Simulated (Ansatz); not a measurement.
Born–Oppenheimer molecular dynamics of H$_{4}$O$_{3}$Sn (8 atoms, charge 0, multiplicity 1). It starts from a relaxed structure.

The calculation used RKS PBE0-D4/def2-mTZVP in Ansatz.

```json
{
  "ensemble": "NVT, Nosé–Hoover chain",
  "time step": "1 fs",
  "steps asked": "250",
  "set temperature": "500 K",
  "thermostat": "time constant 20 fs, chain length 5",
  "seed": "30193"
}
```

First frame:

```xyz
8
Properties=species:S:1:pos:R:3
Sn -0.331 -0.436 -0.104
O -0.051 -0.521 1.842
H -0.353 0.281 2.283
O 1.432 -0.200 -0.945
H 2.124 -0.039 -0.292
O -1.381 1.187 -0.475
H -0.849 1.869 -0.900
H -1.110 -1.826 -0.681
```

(1) How far do the bonds stretch over the last three quarters of this one trajectory? (Pairs bonded in most of those frames.)

## Answers

(1) 
| bond | mean (Å) | spread (Å) | shortest | longest |
| --- | --- | --- | --- | --- |
| Sn1–O2 | 1.968 | 0.033 | 1.90 | 2.02 |
| Sn1–O4 | 2.005 | 0.095 | 1.84 | 2.13 |
| Sn1–O6 | 1.970 | 0.021 | 1.94 | 2.02 |
| Sn1–H8 | 1.706 | 0.031 | 1.66 | 1.77 |
| O2–H3 | 0.967 | 0.015 | 0.94 | 0.99 |
| O4–H5 | 0.968 | 0.025 | 0.92 | 1.01 |
| O6–H7 | 0.966 | 0.014 | 0.94 | 0.99 |

Mean temperature of the second half: 482 K. The conserved energy stayed within 1.4 meV per atom of its start (net change 0.1 meV per atom), so the integration is sound. A run of 0.25 ps of so small a system gives no equilibrium averages.

Time of the run: 5.5 min on 4 threads of Intel(R) Xeon(R) Platinum 8259CL CPU @ 2.50GHz (Skylake/Cascade Lake), on a shared host, peak memory 0.36 GiB.
